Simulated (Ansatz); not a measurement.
Basis sets compared for Hf₂S₃ (the lowest singlet isomer of a short search). Total charge 0; singlet. Geometry r2SCAN-D4/def2-SVP. Ansatz on 4 threads of Intel Xeon Platinum 8259CL on a shared host; times are rough, and most runs start from earlier orbitals.

```
atom    x (Å)    y (Å)    z (Å)
 Hf1  -1.0337   0.6535   0.3524
 Hf2   1.0340  -0.6536  -0.3526
  S3   0.7699   0.1775   1.9300
  S4   0.4306   1.4534  -1.4320
  S5  -1.2008  -1.6308  -0.4979
```

In the def2 sets Hf takes a core potential; there is no spin–orbit coupling. The restricted singlet is unstable towards broken spin symmetry in Hartree–Fock (as tested in another run); at PBE-D4/def2-SVP, PBE0-D4/def2-SVP, PBE0-D4/def2-TZVP this wasn't settled. No other spin state of charge 0 was run. The structure comes from a short search, and lower isomers may exist.

Binding counts from free atoms (Hf triplet, S triplet) in the same basis, without a counterpoise term.

```
           level  functions  energy (Eh)  HOMO (eV)  LUMO (eV)  binding per atom (eV)  wall time
 PBE-D4/def2-SVP        118   -1289.9848      -4.13      -2.45                   4.62      1.8 s
PBE0-D4/def2-SVP        118   -1289.9976      -5.00      -2.01                   4.40      2.3 s
```

Q: Estimate the rows for PBE-D4/def2-TZVP (with forces), PBE0-D4/def2-TZVP.

A: 
| level | functions | energy (Eh) | HOMO (eV) | LUMO (eV) | binding per atom (eV) | wall time |
| --- | --- | --- | --- | --- | --- | --- |
| PBE-D4/def2-TZVP (with forces) | 191 | -1290.4123 | -4.09 | -2.54 | 4.64 | 3.6 s |
| PBE0-D4/def2-TZVP | 191 | -1290.4250 | -4.91 | -2.05 | 4.46 | 6 s |
